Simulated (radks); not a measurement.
Question: The table gives one normalised radial function P(r) = r R(r) of Ta59+ in [Ne] 3s2 3p2 (r in bohr). Calculated with a radial shooting solver on a logarithmic mesh with Libxc functionals: scalar-relativistic Kohn-Sham, PBE, spin-polarised, spherical densities, finite nucleus; open shells are filled with parallel spins first (spin-orbit coupling, left out, can overturn this in heavy ions); Fermi nuclear charge, rms radius 5.3507 fm.

r	P
0.002015	0.5520
0.002501	0.6355
0.003104	0.7235
0.003852	0.8120
0.004781	0.8946
0.005934	0.9615
0.007364	0.9992
0.00914	0.9899
0.01134	0.9123
0.01397	0.7519
0.01733	0.4785
0.02151	0.0898
0.0267	-0.3951
0.03314	-0.9176
0.04113	-1.3688
0.05104	-1.5948
0.06335	-1.4325
0.07862	-0.7841
0.0968	0.2423
0.1201	1.4551
0.1491	2.3853
0.1851	2.6489
0.2297	2.1867
0.285	1.3434
0.3538	0.5941
0.4391	0.1783
0.5449	0.0335

Which n and l does it have? It may be an empty orbital.

Answer: n = 3, l = 0: the number of nodes gives n - l - 1 = 2, the rise at small r (about r^(l+1), flatter next to the nucleus through relativity) gives l, and the extent must fit the shell. The curve is that of 3s up; the table hardly tells the two spins apart. 3s up: eigenvalue -6503.8 eV, 2 radial nodes at r = 0.0225, 0.0926 bohr, <r> = 0.188 bohr, 90 % of the charge inside 0.273 bohr.
